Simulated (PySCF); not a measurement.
## Ionisation energy of In²⁺ by level of theory

In²⁺ [Kr] 4d10 5s1 (2S) → In³⁺ [Kr] 4d10 (1S), as a difference of total energies. All numbers are calculated (PySCF 2.14, the spin-free X2C one-electron Hamiltonian (Gaussian nucleus), in x2c-TZVPPall). Correlated levels: valence and next inner shell: [Ar] 3d10 frozen. The calculations carry no spin-orbit coupling.

```tsv
method	ionisation energy (eV)	error (eV)
UHF	26.662	-1.382
MP2 (valence and next inner shell)	27.920	-0.124
SCS-MP2 (valence and next inner shell)	27.716	-0.328
CCSD (valence and next inner shell)	27.808	-0.236
CCSD(T) (valence and next inner shell)	27.845	-0.199
```

Reference: 28.044 eV (measured; NIST Atomic Spectra Database, ionization energies).

Errors of the correlated levels include the incompleteness of this basis and the frozen core.
